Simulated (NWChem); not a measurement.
CHClF2; SMILES FC(F)Cl

```xyz
5

F     -0.1444     1.0329     1.0790
C      0.3642     0.4477     0.0000
F     -0.1444     1.0329    -1.0790
Cl    -0.0534    -1.2713     0.0000
H      1.4611     0.5427     0.0000
```
Atoms are numbered in this order, from 1.

Results from NWChem. All runs use the structure optimised with PBE0/def2-SVP. Level: PBE0/def2-SVP with SMD (1 M gas to 1 M solution), gas-phase geometry.

Q: What does the run give for solvent water? Quantities: solvation free energy (kcal/mol); cavity-dispersion-structure term (kcal/mol); dipole in solution (D).

A: The solvation free energy (kcal/mol) is -0.1 and the cavity-dispersion-structure term (kcal/mol) is 2.9. The dipole in solution (D) is 1.79.
